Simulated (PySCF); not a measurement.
trisilane (H$_{8}$Si$_{3}$), singlet, at a GFN2-xTB geometry.

The PySCF input:
```python
from pyscf import gto, scf, mp

mol = gto.M(
    atom='''
Si    1.844347    0.778114   -0.032315
Si    0.164165   -0.812706   -0.092287
Si   -1.998435   -0.015297    0.118937
H     3.199017    0.233124   -0.147584
H     1.701845    1.753556   -1.117068
H     1.816064    1.543718    1.217351
H     0.413797   -1.824509    0.949779
H     0.276432   -1.592490   -1.337797
H    -2.320290    0.952466   -0.933897
H    -2.193734    0.681556    1.393588
H    -3.034216   -1.048978    0.054940
''',
    basis='6-311++g**',
    charge=0,
    spin=0,
    verbose=4,
)

mf = scf.RHF(mol)
mf.kernel()

pt = mp.MP2(mf, frozen=15)
pt.kernel()
print('E(MP2) = %.10f' % pt.e_tot)
mf.analyze()
```

### Question
Give the SCF-reference HOMO-LUMO gap at the level MP2/6-311++G** (PySCF).

### Answer
12.18 eV

### Question
What is the computed SCF-reference dipole moment (MP2/6-311++G**)?

### Answer
0.17 D

### Question
Estimate the nuclear repulsion energy that MP2/6-311++G** returns for this input.

### Answer
193.8357 Eh

### Question
Predict the number of basis functions from MP2/6-311++G**.

### Answer
146

### Question
What is the computed SCF-reference HOMO energy (MP2/6-311++G**)?

### Answer
-10.92 eV

### Question
Give the total energy at the level MP2/6-311++G**.

### Answer
-871.7750 Eh
